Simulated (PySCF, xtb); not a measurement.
Ga(OH)(SiH3)2 (GaH7OSi2), SMILES [OH][Ga]([SiH3])[SiH3]. One conformer was computed; it need not be the lowest.

Harmonic wavenumbers (cm⁻¹) from GFN2-xTB run with xtb at its own minimum, in rising order: 36, 45, 77, 87, 108, 248, 253, 344, 349, 352, 365, 370, 441, 553, 727, 781, 794, 796, 799, 802, 2117, 2124, 2125, 2129, 2132, 2134, 3705.

Problem. What does B3LYP-D3(BJ)/def2-SVP run with PySCF give at its own minimum? (Estimate from the structure and the level; the computed values follow.)

Solution. 14, 37, 73, 111, 147, 284, 350, 387, 453, 454, 478, 498, 678, 770, 852, 884, 942, 942, 945, 945, 2189, 2195, 2199, 2202, 2203, 2221, 3844. Paired by order, the mean absolute difference is 95 cm⁻¹ and the zero-point energies are 35.4 and 39.0 kcal/mol.
